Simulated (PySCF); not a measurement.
Cost against size for one kind of job: PySCF, GIAO PBE0/pcSseg-1 NMR shielding, non-relativistic, gas phase; work: shieldings, ring-centre shieldings, charges and field gradients. Hardware: one thread, Arm Neoverse N1 (aarch64) (shared host). Other jobs ran on the host; a repeat could differ by tens of per cent or more. Peak memory is the resident size of the whole Python process, interpreter and libraries included.

```
                 species (SMILES)  atoms  electrons  basis functions  SCF cycles  wall time  peak memory
 CB([SiH3])[C@H]1[C@@H]2C[C@@H]21     18         60              181          12       49 s     0.82 GiB
          C=C1C[C@]1(CC#N)O[SiH3]     18         74              205          14       71 s     0.91 GiB
            CO[Si@@H]1CC=C(C#N)C1     18         74              205          14       69 s     0.92 GiB
        C=C1CO[C@@H](C#N)C[SiH2]1     18         74              205          14       73 s     0.85 GiB
         COC1=C[C@H](C#N)[SiH2]C1     18         74              205          15       74 s     0.93 GiB
                     C#CCB1NBCCS1     18         72              205          14          ?            ?
 C#C[C@@H]1C[C@H](C)[C@H]1[SiH2]C     23         76              230          14    1.7 min      1.1 GiB
   CC[C@@H]1C[C@@]1([SiH3])OC(F)F     22         88              237          14          ?            ?
CC[Si@]1(N)[SiH2][Si@H](P)[SiH2]1     22        104              241          13    2.2 min      1.1 GiB
```

Q: Estimate the withheld figures.

A: `C#CCB1NBCCS1`: 65 s, 0.92 GiB; `CC[C@@H]1C[C@@]1([SiH3])OC(F)F`: 1.7 min, 1.1 GiB.

Q: Which species took longest, and how many times the shortest run?

A: `CC[Si@]1(N)[SiH2][Si@H](P)[SiH2]1`, at 2.2 min: about 2.7 times the shortest (49 s).
